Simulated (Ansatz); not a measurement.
Relaxation of CH5AlGeO (9 atoms, charge 0, multiplicity 1), to a largest force component of 0.02 eV/Å in at most 50 steps.

These are results of Ansatz, UKS BHLYP-D4/def2-SVP, not measurements.

```xyz
9
Properties=species:S:1:pos:R:3:forces:R:3
C -0.447 0.836 -0.498 -6.11 4.62 -2.71
O 0.867 1.087 -0.789 3.87 0.03 0.29
Al 1.632 -0.351 0.049 5.11 -1.83 0.19
Ge -0.513 -0.579 0.760 -1.73 -2.40 3.07
H -1.033 0.606 -1.461 0.78 0.35 1.38
H -0.935 1.814 -0.067 0.83 -1.73 -0.96
H 1.630 1.453 -1.302 -2.22 0.46 -0.30
H -1.272 -1.828 0.207 -0.21 0.71 0.31
H -0.842 -0.114 2.264 -0.32 -0.21 -1.28
```

Question: Where does it end, and by what steps?

Answer: The run converged. After 9 steps the energy has fallen by 2.606 eV; Al3 moved furthest, 0.54 Å. Parted: C1–Al3.

```csv
step,energy less start (eV),largest force component (eV/Å),accepted
0,0.0000,6.108,yes
1,-1.5356,2.736,yes
2,-2.3348,1.550,yes
3,-2.4342,1.487,yes
4,-2.5723,0.658,yes
5,-2.5989,0.180,yes
6,-2.6031,0.116,yes
7,-2.6057,0.063,yes
8,-2.6058,0.035,yes
9,-2.6059,0.008,yes
```

```xyz
9
Properties=species:S:1:pos:R:3
C -0.468 0.865 -0.487
O 0.951 0.933 -0.800
Al 2.155 -0.449 0.146
Ge -0.419 -0.678 0.825
H -1.024 0.670 -1.407
H -0.785 1.821 -0.066
H 1.193 1.617 -1.425
H -1.422 -1.715 0.270
H -1.095 -0.140 2.107
```

The run took 48 s on 2 threads of Arm Neoverse V2, with other jobs on the host, peak memory 0.36 GiB.
